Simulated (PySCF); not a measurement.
## Stationary points of CrO2Cl2

Computed with B3LYP/[Cr def2-SVP, O def2-SVP, Cl def2-SVP], no relativity, density fitting, PySCF.

Relaxations began from a few typed shapes. The search is not exhaustive: other isomers or separated fragments can lie lower, and high-lying points may rest on an excited occupation.

| spin | group | bonds | angles | imaginary modes (cm⁻¹) | ΔE (kJ/mol) | ΔE with ZPE (kJ/mol) |
| --- | --- | --- | --- | --- | --- | --- |
| singlet | C2v | Cr–Cl 2.129 Å (×2), Cr–O 1.539 Å (×2) | Cl–Cr–Cl 111.5°, Cl–Cr–O 109.1° (×4), O–Cr–O 108.9° | none | 0.0 | 0.0 |
| singlet | C2v | Cr–Cl 2.130 Å (×2), Cr–O 1.539 Å (×2) | Cl–Cr–Cl 111.5°, Cl–Cr–O 109.1° (×4), O–Cr–O 108.9° | none | 0.4 | 1.2 |
| singlet | C2v | Cr–Cl 2.321 Å (×2), Cr–O 1.549 Å (×2) | Cl–Cr–Cl 82.8°, Cl–Cr–O 86.3° (×2), Cl–Cr–O 169.1° (×2), O–Cr–O 104.6° | 272i | 377.5 | – |

The lowest minimum found is the singlet C2v: Cr–Cl 2.129 Å (×2), Cr–O 1.539 Å (×2); Cl–Cr–Cl 111.5°, Cl–Cr–O 109.1° (×4), O–Cr–O 108.9°.

Formally Cr is in oxidation state +6, d0. The polar-tensor charge on Cr, 1.59, is far below the formal one.

For the lowest minimum: stability towards spin polarisation was not tested.
